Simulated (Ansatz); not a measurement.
Reaction (ligand exchange at the Nb–O bond): `[OH][Nb]([OH])([OH])([Cl])[Cl]` + HCl → `[OH][Nb]([OH])([Cl])([Cl])[Cl]` + H₂O

Computed with Ansatz on PBE0-D4/def2-TZVP structures; ΔE is electronic, products minus reactants. CCSD(T)/CBS adds triple-zeta CCSD(T) − MP2 to the extrapolated MP2 energy (def2 sets, frozen cores). This one scheme is used for every species. Functionals use def2-TZVPP. B3LYP here is the variant with VWN-RPA as its local correlation; programs differ in this. def2 core potentials past Kr. For Nb outer-core shells are correlated without core-valence functions, which leaves a few kJ/mol of doubt a bond. Each species was taken in one conformer, which may not be the lowest.

Problem. Is it downhill or uphill in electronic energy at CCSD(T)/CBS, and by how much? (An estimate is asked.)

Solution. Computed: Downhill: ΔE = -25.3 kJ/mol.

Problem. What do these levels give: B3LYP-D4, B2PLYP, MP2/def2-TZVPP, CCSD(T)/def2-TZVPP, HF/def2-QZVPP, MP2/def2-QZVPP? (Best estimate.)

Solution. Computed: B3LYP-D4 -22.1, B2PLYP -24.7, MP2/def2-TZVPP -34.2, CCSD(T)/def2-TZVPP -23.6, HF/def2-QZVPP -1.0, MP2/def2-QZVPP -35.5 kJ/mol.

Largest T1 diagnostic among the species: 0.021, so the coupled-cluster value is less sure than usual.

In def2-TZVPP, CCSD(T) changes the Hartree–Fock value by −23.4 kJ/mol (the triples alone add −7.7 kJ/mol) and MP2 by −34.1 kJ/mol.
